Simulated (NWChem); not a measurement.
System: AgPH$_{4}$S; SMILES [Ag]([SH])<-[PH3]

```xyz
7

Ag     0.0525     0.0303    -0.0963
S      0.0902     2.3550    -0.1818
H     -1.1772     2.4962     0.2690
P      0.0763    -2.3447    -0.0082
H     -0.9738    -3.0041     0.6788
H      1.1668    -3.0068     0.6104
H      0.0367    -3.1011    -1.2070
```
Atoms are numbered in this order, from 1.

Level: PBE0/def2-SVP with def2 effective core potentials on Ag (NWChem), optimised geometry, unscaled harmonic frequencies. def2 effective core potentials on Ag; no spin-orbit coupling.

### Question
List the harmonic frequencies with IR intensities, and the thermochemistry.

### Answer
```
frequency (cm⁻¹)  IR intensity (km/mol)
----------------  ---------------------
27                                 10.8
74                                  0.2
75                                  0.2
244                                 5.9
349                                11.8
380                                 2.5
393                                 1.1
581                                 3.6
993                               106.6
1117                                5.5
1121                                6.5
2472                               32.4
2490                                5.7
2494                                6.7
2699                                6.1
```

```json
{
 "zero_point_energy": "22.2 kcal/mol",
 "thermal correction to the enthalpy at 298.15 K (with zero-point energy)": "27.2 kcal/mol",
 "heat capacity Cv": "20.2 cal/(mol K)",
 "entropy at 298.15 K and 1 atm (symmetry number 1)": "86.3 cal/(mol K)"
}
```

Rigid rotor and harmonic oscillator; modes under 100 cm⁻¹ make the entropy uncertain.
